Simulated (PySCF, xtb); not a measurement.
CHCl₂, SMILES Cl[CH]Cl, multiplicity 2.

Harmonic wavenumbers (cm⁻¹) from GFN2-xTB (xtb 6.7.1) at its own minimum, in rising order: 275, 486, 740, 806, 1137, 3067.

What does PySCF 2.14.0 with PBE-D3(BJ)/def2-TZVP give at its own minimum? (The exact figures need the calculation; the answer reports its results.)

294, 399, 744, 871, 1189, 3149. Paired by order, the mean absolute difference is 52 cm⁻¹ and the zero-point energies are 9.3 and 9.5 kcal/mol.
